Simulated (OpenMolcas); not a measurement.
**Ionisation energies of caesium**

```yaml
Program: OpenMolcas 26.06
Basis: ANO-RCC-VQZP [9s8p5d3f2g]
Scalar_Hamiltonian: DKH2, point nucleus
Spin-orbit_coupling: RASSI with atomic mean-field integrals over the reference wave functions, term energies averaged over their components
```

Active shells in each charge state: the valence s, p, d shells, with orbitals averaged over the low states. Where CASPT2's correlated closed shells are named, they are those of the first ion.

A. CASSCF
B. SS-CASPT2, IPEA 0.25 Eh, imaginary shift 0.1 Eh (closed shells correlated: 5s 5p)
C. SS-CASPT2, IPEA 0.25 Eh, imaginary shift 0.1 Eh (closed shells correlated: none)
D. SS-CASPT2, IPEA 0 Eh, imaginary shift 0.1 Eh (closed shells correlated: 5s 5p)
E. SS-CASPT2, IPEA 0.25 Eh, imaginary shift 0.1 Eh (closed shells correlated: 4d 5s 5p)

Energies in eV between the lowest computed levels, named as in B; reference values from the NIST Atomic Spectra Database with their kind.

| From | To | A | B | C | D | E | Spin-orbit share in B | Reference |
| --- | --- | --- | --- | --- | --- | --- | --- | --- |
| Cs 6s ²S_1/2 | Cs+ 5p⁶ ¹S₀ | 3.472 | 3.799 | 3.472 | 3.835 | 3.821 | +0.000 | 3.894 (measured) |

Error against the reference values, in %:

| From | Reference | A | B | C | D | E |
| --- | --- | --- | --- | --- | --- | --- |
| Cs | measured | -10.8 | -2.4 | -10.8 | -1.5 | -1.9 |

Absolute error against the one measured value: A 0.42 eV, B 0.09 eV, C 0.42 eV, D 0.06 eV, E 0.07 eV.

The lowest level within the active space need not be the ion's true ground level.
